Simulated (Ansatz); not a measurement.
Calculated with Ansatz (gas phase, PBE0-D4/def2-TZVP geometries, no zero-point term in ΔE). CCSD(T)/CBS is the MP2 limit (def2-TZVPP, def2-QZVPP) plus CCSD(T) − MP2 in def2-TZVPP, frozen cores. This one scheme is used for every species. Functionals use def2-TZVPP. Each species was taken in one conformer, which may not be the lowest.

Consider the ligand exchange at the Si–S bond: `[SiH3]S[SiH2]S` + H–F → `F[SiH2]S[SiH3]` + H₂S.

| level | ΔE (kJ/mol) |
| --- | --- |
| r2SCAN-D4 | -77.7 |
| r2SCAN | -79.5 |
| HF/CBS(def2) | -107.5 |
| CCSD/CBS(def2) | -79.0 |

Q: What does CCSD(T)/CBS give? (An estimate is asked.)

A: The calculation gave: -74.1 kJ/mol. The listed levels differ from it by -3.6, -5.4, -33.4, -4.9 kJ/mol.

Largest T1 diagnostic among the species: 0.012.

In def2-TZVPP, CCSD(T) changes the Hartree–Fock value by +26.8 kJ/mol (the triples alone add +4.9 kJ/mol) and MP2 by +32.7 kJ/mol. The D4 term adds +12.2 kJ/mol with B3LYP and +6.7 kJ/mol with PBE0; it sums over pairs of atoms, weighted by their polarisabilities, and B3LYP, whose exchange is more repulsive, gets the larger term.

B3LYP here is the variant with VWN-RPA as its local correlation; programs differ in this.
